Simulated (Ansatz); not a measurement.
Frontier orbitals of CH3BOS, SMILES `SB1CO1`.

```xyz
7

S     1.187    1.540    0.856
B     0.195    0.275    0.117
C    -0.520   -1.049    0.043
O    -0.463    0.008   -1.016
H     1.134    2.378   -0.196
H    -0.013   -1.964   -0.249
H    -1.520   -1.188    0.444
```

The species carries charge 0 and has multiplicity 1. Geometry: relaxed with PBE0-D4/def2-TZVP. It is one conformer, not always the lowest. Basis def2-TZVPP, Ansatz 0.2.0.

Orbital energies of one run (eV). Highest occupied ones, from the top: -10.36, -10.67, -11.82, -12.31, -14.57, -15.27, -15.88, -16.73, -21.29, -23.90, -32.23, -164.27, -164.34, -164.43. Empty: 1.92, 2.17, 2.73, 2.96, 3.83, 4.06.

**Question.** Which functional gave them?
A. LDA (SPW92)
B. revPBE
C. r2SCAN
D. ωB97M-V

**Answer.** D. HOMO energies: ωB97M-V -10.36, revPBE -6.81, r2SCAN -7.16, LDA (SPW92) -7.00 eV.
